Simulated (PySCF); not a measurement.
```xyz
5
charge -1 multiplicity 3, angstrom
Ir    0.0000    0.0000    0.0000
H     1.6977    0.0407    0.0000
H     0.0407    1.6977    0.0000
H    -1.6977   -0.0407    0.0000
H    -0.0407   -1.6977    0.0000
```

Method: UPBE0/[Ir def2-TZVPD with ECP60, H def2-TZVPD], scalar-relativistic core potentials, density fitting, no spin–orbit coupling, PySCF.

This geometry of [IrH4]- is a stationary point at this level.

Problem. What is the point group?

Solution. D2h.

Problem. Is it a minimum?

Solution. No: it has 3 imaginary modes, at 447i cm⁻¹ (b3u), 194i cm⁻¹ (b2u), 146i cm⁻¹ (au).

Problem. Which band is strongest in the infrared?

Solution. 1647 cm⁻¹ (b2u), 1603 km/mol.

Problem. What are the dipole moment and the gap between the highest occupied and lowest empty levels of either spin?

Solution. 0.00 D about the centre of mass and 3.24 eV.

Problem. Give the atomic charges and bond orders.

Solution. 
```json
{"atom": "Ir1", "Mulliken": "-0.07", "Löwdin": "0.24", "polar tensor": "0.59", "spin (Mulliken)": "2.16", "Mayer order to Ir1": "–"}
{"atom": "H2,3,4,5", "Mulliken": "-0.23", "Löwdin": "-0.31", "polar tensor": "-0.40", "spin (Mulliken)": "-0.04", "Mayer order to Ir1": "0.74"}
```

Only a few start shapes were tried, so a lower isomer may exist. Open d and f shells are described by one determinant, and the ground state may have another occupation or spin. The lowest empty level of this anion is unbound, so it and the gap depend on the basis. At this level a singlet minimum of Cs symmetry lies 143 kJ/mol below this structure. No spin–orbit coupling is included, which matters more the heavier the element.
